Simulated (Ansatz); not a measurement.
The Al1–H2 bond of AlBrH2 (SMILES [AlH2][Br]) is stretched (multiplicity 1, the rest rigid).
Geometry at rest (charge 0, multiplicity 1):
```xyz
4

Al    -0.835    -1.299     0.206
H     -0.324    -2.329     1.274
H     -2.126    -1.479    -0.668
Br     0.380     0.591    -0.094
```

Correlated levels freeze the cores. Filled d and f shells under p-block atoms count as core.

Run with Ansatz (Gaussian orbitals). Values without a source in brackets are computed.

FIC-MRCISD+Q on CASSCF(2,2)/def2-TZVPP, total energies (hartree):

```csv
R (Å),CASSCF,MRCISD,weight c² of the reference
1.569,-2815.579017,-2815.817450,0.90465
2.746,-2815.493224,-2815.721809,0.90510
5.022,-2815.456620,-2815.681218,0.90592
```

### Question
Add the Davidson correction (E_MRCISD − E_CASSCF)(1 − c²)/c² and give the energies above the first point at the three levels.

### Answer

Corrections (hartree): -0.025132, -0.023968, -0.023324. Above the first point (kcal/mol):
- R = 2.746 Å: CASSCF 53.8, MRCISD 60.0, with the correction 60.7
- R = 5.022 Å: CASSCF 76.8, MRCISD 85.5, with the correction 86.6

Ansatz is an electronic-structure program.
